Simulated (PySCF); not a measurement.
Predicted microwave data (PySCF, PBE0-D3(BJ)/def2-SVP geometry optimisation, gas phase) for one isomer of C3H6N2Si:

```
Rotational constants : A = 9922, B = 1150, C = 1100 MHz
Dipole components    : |μa| = 2.22 D, |μb| = 0.58 D, |μc| = 2.04 D
Inertial defect      : -30.89 u·Å²
κ                    : -0.99
```

Problem. Which structure is it? (One computed conformer of each.)
A. `[SiH3]n1ccnc1`
B. `[N:1]#[C:2][CH2:3]/[CH:4]=[N:5]\[SiH3:6]` with C2–C3–C4–N5 140°

Solution. B. It is N#CC/C=N\[SiH3], a near-prolate asymmetric top, point group C1. The candidates at the same level (rigid rotor, commonest isotopes):

```tsv
SMILES	A (MHz)	B (MHz)	C (MHz)	μa (D)	μb (D)	μc (D)	Δ (u·Å²)	point group	rotor
N#CC/C=N\[SiH3]	9922	1150	1100	2.22	0.58	2.04	-30.89	C1	near-prolate asymmetric top
[SiH3]n1ccnc1	8751	2077	1713	3.28	1.06	0.00	-5.97	Cs	asymmetric top
```

`[SiH3]n1ccnc1` has B 81 % too high. No structure here is proved a minimum.
